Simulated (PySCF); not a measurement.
Sn(Cl)(OH)3 (ClH₃O₃Sn), SMILES [OH][Sn]([OH])([OH])[Cl].

The structure is a stationary point at B3LYP-D3(BJ)/def2-SVP. The structure was generated by enumeration; whether it is a known compound was not checked. The def2 effective core potentials stand for the cores of Sn; spin–orbit coupling is left out. Other conformers were not sampled.

Two levels are set side by side: PBE/def2-TZVP (PySCF) and ωB97X/def2-TZVP (PySCF). Same geometry, gas phase. Differences are taken from unrounded values.

```
quantity                      ωB97X
---------------------------  ------
orbital gap (eV)              11.49
highest occupied level (eV)  -11.85
lowest empty level (eV)       -0.36
dipole moment (D)              0.99
mean polarisability (bohr³)    57.8
```

### Question
What does PBE give, and how far is it from ωB97X? (Estimate from the structure and the level; the computed values follow.)

### Answer

```
quantity                       PBE  PBE minus ωB97X
---------------------------  -----  ---------------
orbital gap (eV)              4.29            -7.20
highest occupied level (eV)  -7.65             4.20
lowest empty level (eV)      -3.36            -3.00
dipole moment (D)             0.78            -0.21
mean polarisability (bohr³)   62.2              4.4
```

PBE's occupied levels lie high since its potential decays too fast outside the molecule; exact exchange lowers them and widens the gap. PBE's more diffuse valence density responds more strongly to a field. Differences between two approximate levels are no errors against the true value.

Rough cost on one machine, each run with all the roots and properties that it gave: ωB97X against PBE within a factor of 2.
